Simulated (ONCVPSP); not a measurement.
**u(r) = r·R(r): atom against pseudo-atom (arsenic)**

Columns: radius, all-electron u(r) and pseudo u(r) of the 4p shell (level -5.84 eV) of arsenic in the configuration [Ar] 3d10 4s1 4p4; PBE, scalar-relativistic, ONCV scheme, ONCVPSP 4.0.1.

| r (bohr) | all-electron | pseudo |
| --- | --- | --- |
| 0.108 | 0.1745 | 0.0054 |
| 0.215 | 0.0026 | 0.0208 |
| 0.322 | -0.2056 | 0.0450 |
| 0.430 | -0.2887 | 0.0774 |
| 0.538 | -0.2557 | 0.1176 |
| 0.645 | -0.1568 | 0.1647 |
| 0.752 | -0.0299 | 0.2181 |
| 0.860 | 0.1025 | 0.2758 |
| 0.968 | 0.2265 | 0.3346 |
| 1.075 | 0.3349 | 0.3917 |
| 1.182 | 0.4267 | 0.4471 |
| 1.290 | 0.5026 | 0.5011 |
| 1.398 | 0.5627 | 0.5524 |
| 1.505 | 0.6081 | 0.5980 |
| 1.612 | 0.6413 | 0.6351 |
| 1.720 | 0.6637 | 0.6614 |
| 1.828 | 0.6766 | 0.6762 |
| 1.935 | 0.6814 | 0.6814 |
| 2.042 | 0.6795 | 0.6795 |
| 2.150 | 0.6721 | 0.6721 |
| 2.258 | 0.6602 | 0.6602 |
| 2.365 | 0.6449 | 0.6449 |
| 2.472 | 0.6268 | 0.6268 |
| 2.580 | 0.6064 | 0.6064 |
| 2.688 | 0.5846 | 0.5846 |
| 2.795 | 0.5619 | 0.5619 |

How many radial nodes do the two functions have?

The all-electron 4p function has n − l − 1 = 2; the pseudo-wave has 0, since the states of the same l below it are removed with the core.

At about which radius was the pseudo-wave matched?

2.00 bohr. The columns agree to 0.0005 from 1.83 bohr on; several derivatives are matched, so the curves merge somewhat inside the radius.

Is the pseudo-wave norm-conserving?

Yes: the ONCV scheme keeps the norm inside the radius equal to the all-electron one, which fixes the energy derivative of the logarithmic derivative at the level.
